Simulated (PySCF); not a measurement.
# Pr(NH2)3 relaxed at several levels

Computed with PySCF 2.14.0, def2-SVP on the ligands, density fitting, scalar-relativistic core potentials, no spin-orbit coupling, vacuum. Each row is relaxed at its own level from the same template. Distances are means of the shortest metal–ligand contacts, charges and spins Mulliken's; removal energies are rigid, with the ligand's formal charge and no counterpoise, so too large; for an anion taken off a cation in vacuum most of it is the attraction of opposite charges, and multiply charged cations can part far more cheaply with an electron moved from ligand to metal. lcecp potentials hold a fixed number of 4f electrons in the core, out of states, spins and gaps.

| level | basis on the metal | point group | M–NH2 (Å) | charge on M (e) | dipole (D) | removal of one NH2 (eV) | unstable modes (below −25 cm⁻¹) |
| --- | --- | --- | --- | --- | --- | --- | --- |
| PBE0 | lcecp-1-SVP with ECP48 | Cs | 2.266 | 0.95 | 1.91 | 10.11 | 1 |

Question: What does the calculation give for B3LYP, lcecp-1-SVP with ECP48?

Answer: point group: nearly C3v, M–NH2 (Å): 2.280, charge on M (e): 0.90, dipole (D): 0.93, removal of one NH2 (eV): 10.16, unstable modes (below −25 cm⁻¹): not given.
```xyz
10

Pr   -0.0065    0.0286    0.2883
N     2.2574    0.0108    0.0185
H     2.8718   -0.8084    0.0008
H     2.8713    0.8056   -0.1815
N    -1.1385    1.9547   -0.1631
H    -2.1467    2.0969   -0.2681
H    -0.7199    2.8682   -0.3604
N    -1.1287   -1.9563    0.2562
H    -0.7216   -2.8957    0.2365
H    -2.1387   -2.1044    0.1729
```

Members with unstable modes aren't minima as they stand: saddle points kept by symmetry or, where the modes are soft, flat surfaces and noise. Moved off a saddle point of the template and relaxed again: B3LYP, PBE0. One start shape was tried for each, so a minimum needn't be the lowest isomer.
